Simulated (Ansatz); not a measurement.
**From O to Te: the dipole moment**

One atom is swapped for its congeners: Ge2H6O `[GeH3][O][GeH3]`; Ge2H6S (digermathiane) `[GeH3][S][GeH3]`; Se(GeH3)2; Te(GeH3)2. All are singlets with charge 0.

Shapes, held fixed at every level: PBE0-D4/def2-TZVP. Programs: Ansatz 0.2.0. Values in D.

(1) How should the dipole moment change along the series?

Results:

(1) At wB97M-V/def2-TZVPP the dipole moment isn't monotonic: it is largest for S and smallest for Te (1.23 and 0.84 D). Every level shows the same order. For atoms past krypton def2 sets carry core potentials with scalar relativity. Relativity is left out for Ge, Se unless named. Magnitudes only: a dipole under 1 D may point either way.

```
               level  Ge2H6O  Ge2H6S  Se(GeH3)2  Te(GeH3)2
   PBE-D4/def2-TZVPP    0.76    1.13       1.03       0.69
r2SCAN-D4/def2-TZVPP    0.81    1.22       1.14       0.79
 B3LYP-D4/def2-TZVPP    0.86    1.18       1.08       0.72
  wB97M-V/def2-TZVPP    0.88    1.23       1.17       0.84
```
